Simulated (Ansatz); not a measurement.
Start from `CS[Si](F)(Cl)Cl` and change one atom or group to get `C=C[Si](F)(Cl)Cl`.

Ansatz, PBE0-D4/def2-TZVP geometries, multiplicity 1. Each molecule was computed in one conformer, which needn't be the lowest.

```tsv
property	`CS[Si](F)(Cl)Cl`
LUMO energy (B3LYP/def2-TZVPP) / eV	-0.51
LUMO energy (PBE0/def2-TZVPP) / eV	-0.28
HOMO–LUMO gap (PBE0/def2-TZVPP) / eV	7.42
HOMO energy (PBE0/def2-TZVPP) / eV	-7.70
HOMO–LUMO gap (PBE/def2-TZVPP) / eV	5.21
zero-point energy (PBE0-D4/def2-TZVP) / kJ/mol	122.3
```

Question: What does the change do to each property? (An estimate is asked.)

Answer: Computed: 
| property | `C=C[Si](F)(Cl)Cl` | shift |
| --- | --- | --- |
| LUMO energy (B3LYP/def2-TZVPP) / eV | -1.37 | -0.86 |
| LUMO energy (PBE0/def2-TZVPP) / eV | -1.17 | -0.89 |
| HOMO–LUMO gap (PBE0/def2-TZVPP) / eV | 7.49 | 0.07 |
| HOMO energy (PBE0/def2-TZVPP) / eV | -8.67 | -0.97 |
| HOMO–LUMO gap (PBE/def2-TZVPP) / eV | 5.32 | 0.11 |
| zero-point energy (PBE0-D4/def2-TZVP) / kJ/mol | 130.6 | 8.3 |

With PBE0 the HOMO falls by 0.97 eV and the LUMO falls by 0.89 eV, so the gap widens by about 0.08 eV. PBE moves the HOMO by -1.04 eV and ωB97M-V by -1.01 eV.

B3LYP here is the variant with VWN-RPA as its local correlation; programs differ in this.
